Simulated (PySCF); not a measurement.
# Structure and specific rotation at 589.3 nm (origin-invariant length gauge)

Theory: TDDFT wB97X-D/def2-SVPD circular dichroism and optical rotation, one conformer, gas phase in PySCF. Geometry: GFN2-xTB.

Each molecule in one low-energy conformer. The parent is C=C[C@@H]1CO[C@H]1[Se]C.

The molecule is flexible and this is one conformer; a measurement averages over conformers. The calculation is non-relativistic, which matters for the atoms heavier than Zn.

Q: How does the specific rotation at 589.3 nm (origin-invariant length gauge) change along this series?
- C=C[C@@H]1CO[C@H]1[Se]C (base)
- C=C[C@@H]1CO[C@@H]1[Se]C (diastereomer)

A: 
| molecule | [α]589 (deg dm⁻¹ (g/mL)⁻¹) | S1 (eV) | R(S1), velocity form (10⁻⁴⁰ esu² cm²) |
| --- | --- | --- | --- |
| C=C[C@@H]1CO[C@H]1[Se]C | -200.6 | 4.67 | +0.3 |
| C=C[C@@H]1CO[C@@H]1[Se]C | +314.6 | 4.81 | +7.1 |

The specific rotation at 589.3 nm (origin-invariant length gauge) is lowest for C=C[C@@H]1CO[C@H]1[Se]C and highest for C=C[C@@H]1CO[C@@H]1[Se]C.
